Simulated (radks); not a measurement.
All-electron atom: Kr in [Kr] (the NIST ground configuration). Method: scalar-relativistic Kohn-Sham, PBE, spin-polarised, spherical densities, finite nucleus; Fermi nuclear charge, rms radius 4.1884 fm; hard spherical wall at 15 bohr; computed with a radial shooting solver on a logarithmic mesh with Libxc functionals.

Local quantities along the radius. ELF = 1/(1 + alpha^2) is the electron localisation function; alpha = (tau - tau_W)/tau_unif compares the Pauli kinetic energy density with that of the uniform gas (summed over spins); -r V(r) is the screened charge that the Kohn-Sham potential of spin up presents (atomic units); s = |grad rho|/(2 (3 pi^2)^(1/3) rho^(4/3)) is the reduced gradient. tau is taken from the large components.

r (bohr),ELF,alpha,-r V(r),s
0.002391,1.000,0.02017,35.67,0.5123
0.003139,1.000,0.02117,35.55,0.4887
0.004087,0.999,0.02284,35.40,0.4752
0.005365,0.999,0.02563,35.20,0.4702
0.007041,0.999,0.03010,34.94,0.4740
0.009169,0.999,0.03715,34.60,0.4867
0.01203,0.998,0.04953,34.17,0.5105
0.01567,0.995,0.07142,33.62,0.5462
0.02057,0.987,0.1164,32.92,0.5988
0.02678,0.957,0.2121,32.08,0.6653
0.03516,0.835,0.4448,31.00,0.7351
0.04615,0.525,0.9519,29.70,0.7407
0.06009,0.307,1.501,28.19,0.5763
0.07887,0.383,1.269,26.39,0.3386
0.1027,0.648,0.7362,24.43,0.2981
0.1348,0.785,0.5233,22.12,0.4149
0.1769,0.674,0.6956,19.57,0.5803
0.2304,0.320,1.458,16.89,0.5804
0.3024,0.324,1.444,14.07,0.2604
0.3938,0.665,0.7099,11.39,0.2447
0.5169,0.779,0.5332,8.768,0.4406
0.6784,0.634,0.7604,6.544,0.7147
0.8834,0.257,1.699,4.797,0.8667
1.16,0.285,1.585,3.415,0.5040
1.51,0.742,0.5897,2.429,0.4872
1.982,0.834,0.4456,1.600,0.7737
2.581,0.716,0.6293,1.027,1.251
3.387,0.394,1.239,0.6480,2.186
4.446,0.090,3.182,0.4695,4.338
5.79,0.008,11.13,0.2999,10.31

On this mesh the ELF has minima near r = 0.060, 0.26, 1.0 bohr, which separate the shells, and maxima near 0.13 (0.79), 0.52 (0.78), 2.0 (0.83).
